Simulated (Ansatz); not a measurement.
`FBO[SiH2][SiH3]` + `O[SiH2]S` → `[SiH3][SiH2]O[SiH2]S` + `OBF`  (ligand exchange at the Si–O bond)

Computed with Ansatz on PBE0-D4/def2-TZVP structures; ΔE is electronic, products minus reactants. CBS: MP2 limit from def2 TZ/QZ plus the TZ coupled-cluster correction, frozen cores. This one scheme is used for every species. One conformer a species, not always the lowest.

`FBO[SiH2][SiH3]`:

Z-matrix (Å, degrees):
```
Si
Si 1 2.344
O 1 1.669 2 113.5
H 1 1.486 2 110.7 3 -119.7
H 1 1.486 2 110.8 3 119.8
H 2 1.486 1 110.9 3 61.0
H 2 1.490 1 107.5 3 179.8
H 2 1.486 1 110.9 3 -61.3
B 3 1.338 1 135.9 2 0.4
F 9 1.334 3 120.2 1 -0.1
H 9 1.194 3 121.5 1 179.9
```

`O[SiH2]S`:

Z-matrix (Å, degrees):
```
Si
S 1 2.133
O 1 1.642 2 113.5
H 1 1.478 2 111.7 3 117.8
H 1 1.484 2 102.9 3 -122.0
H 2 1.344 1 94.6 3 -65.2
H 3 0.959 1 117.2 2 -51.2
```

`[SiH3][SiH2]O[SiH2]S`:

Z-matrix (Å, degrees):
```
Si
Si 1 2.346
H 1 1.488 2 110.8
H 1 1.488 2 110.6 3 120.5
H 1 1.489 2 109.2 3 -120.0
O 2 1.650 1 111.7 3 -59.7
H 2 1.488 1 109.9 3 62.2
H 2 1.486 1 110.4 3 -178.5
Si 6 1.632 2 139.2 1 46.6
S 9 2.131 6 112.6 2 36.6
H 9 1.482 6 110.5 2 -79.2
H 9 1.479 6 107.0 2 158.7
H 10 1.344 9 94.6 6 70.7
```

`OBF`:

Z-matrix (Å, degrees):
```
B
O 1 1.344
F 1 1.332 2 120.3
H 1 1.192 2 120.1 3 -180.0
H 2 0.963 1 113.4 3 -0.0
```

```json
{"species": "`FBO[SiH2][SiH3]`", "CCSD(T)/CBS(def2) energy (Eh)": "-781.66498"}
{"species": "`O[SiH2]S`", "CCSD(T)/CBS(def2) energy (Eh)": "-764.50758"}
{"species": "`[SiH3][SiH2]O[SiH2]S`", "CCSD(T)/CBS(def2) energy (Eh)": "-1345.10495"}
{"species": "`OBF`", "CCSD(T)/CBS(def2) energy (Eh)": "-201.07426"}
```

(1) Work out ΔE.

Largest T1 diagnostic among the species: 0.013.

Results:

(1) ΔE = (-1345.10495) + (-201.07426) − (-781.66498) − (-764.50758) = -0.00665 Eh = -4.2 kcal/mol.

In def2-TZVPP, CCSD(T) changes the Hartree–Fock value by −0.8 kcal/mol (the triples alone add −0.1 kcal/mol) and MP2 by −1.0 kcal/mol. The D4 term adds −1.7 kcal/mol with B3LYP and −1.0 kcal/mol with PBE0; it sums over pairs of atoms, weighted by their polarisabilities, and B3LYP, whose exchange is more repulsive, gets the larger term.

B3LYP here is the variant with VWN-RPA as its local correlation; programs differ in this.
